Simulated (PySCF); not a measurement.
C5H10, SMILES C=CCCC.

Coordinates come from a B3LYP-D3(BJ)/def2-SVP optimisation. Other conformers were not sampled.

Computed with TDA-M06-2X/def2-SVPD (PySCF 2.14.0).

Vertical excitations. 

Q: List the lowest excited states. (An estimate is asked for; the answer gives what the named calculation found.)

A: 
| state | energy (eV) | λ (nm) | f | main pairs |
|---|---|---|---|---|
| S1 | 7.31 | 170 | 0.064 | HOMO→LUMO+1 45 %, HOMO→LUMO 35 %, HOMO→LUMO+3 10 % |
| S2 | 7.70 | 161 | 0.171 | HOMO→LUMO 22 %, HOMO−1→LUMO 18 %, HOMO→LUMO+2 15 %, HOMO→LUMO+1 10 % |
| S3 | 7.79 | 159 | 0.307 | HOMO→LUMO 34 %, HOMO→LUMO+1 19 %, HOMO→LUMO+2 15 %, HOMO−1→LUMO 12 % |
| S4 | 7.88 | 157 | 0.002 | HOMO→LUMO+2 45 %, HOMO−1→LUMO 23 %, HOMO−1→LUMO+1 8 % |
| S5 | 8.20 | 151 | 0.097 | HOMO→LUMO+3 65 %, HOMO→LUMO+1 13 %, HOMO→LUMO+4 12 % |
| S6 | 8.52 | 145 | 0.002 | HOMO−2→LUMO 49 %, HOMO−2→LUMO+1 12 %, HOMO−5→LUMO 10 % |
| S7 | 8.55 | 145 | 0.018 | HOMO→LUMO+4 78 % |
| S8 | 9.01 | 138 | 0.018 | HOMO−1→LUMO 27 %, HOMO−1→LUMO+1 24 %, HOMO→LUMO+5 15 %, HOMO−3→LUMO 8 % |
| S9 | 9.05 | 137 | 0.033 | HOMO→LUMO+5 60 % |
| S10 | 9.22 | 134 | 0.001 | HOMO→LUMO+6 50 %, HOMO−2→LUMO 13 %, HOMO−3→LUMO 9 % |
| T1 | 4.71 | 263 | 0 | HOMO→LUMO 58 %, HOMO→LUMO+1 31 % |
| T2 | 7.31 | 170 | 0 | HOMO→LUMO+1 60 %, HOMO→LUMO 21 % |
| T3 | 7.47 | 166 | 0 | HOMO−1→LUMO 49 %, HOMO−1→LUMO+1 20 %, HOMO−4→LUMO 10 % |
| T4 | 7.83 | 158 | 0 | HOMO→LUMO+2 72 %, HOMO→LUMO+5 12 % |
Triplets are in the Tamm–Dancoff approximation.
